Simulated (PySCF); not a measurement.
# The second ionisation energy along the halogens

All values are computed (PySCF 2.14, energy differences of UHF-based or UKS calculations, no spin-orbit coupling). Values in eV. The last column holds reference values (NIST; (s) semi-empirical, (t) theoretical, else measured). Unmarked ones compare directly (S terms, centres of terms, or small fine structure); those marked * lie between the lowest fine-structure levels and include a spin-orbit shift.

```tsv
element	configurations	UHF	PBE0	MP2 (valence)	SCS-MP2 (valence)	TPSS	reference
F (x2c-TZVPall, spin-free X2C)	[He] 2s2 2p4 → [He] 2s2 2p3	33.395	35.243	34.586	34.679	35.462	34.950
Cl (x2c-TZVPall, spin-free X2C)	[Ne] 3s2 3p4 → [Ne] 3s2 3p3	22.572	23.835	23.327	23.405	23.897	23.771
I (x2c-TZVPall, spin-free X2C)	[Kr] 4d10 5s2 5p4 → [Kr] 4d10 5s2 5p3	17.718	18.773	18.302	18.355	18.744	18.750
```

**Question.** Which of these methods has the smallest mean absolute error against the measured values here?

**Answer.** PBE0, with 0.127 eV.

| method | elements | mean error (eV) | mean absolute error (eV) | largest error (eV) |
| --- | --- | --- | --- | --- |
| UHF | 3 | -1.262 | 1.262 | -1.555 |
| PBE0 | 3 | 0.127 | 0.127 | 0.293 |
| MP2 (valence) | 3 | -0.419 | 0.419 | -0.448 |
| SCS-MP2 (valence) | 3 | -0.344 | 0.344 | -0.394 |
| TPSS | 3 | 0.211 | 0.214 | 0.512 |

Errors include the incompleteness of the basis and the frozen core.

"Valence" correlates the outer s and p shells and, in groups 3 to 12 and the f block, the outer d or f shell, open or full, or the next shell where the ion has no valence electron left; the wider scheme adds the next inner shell.
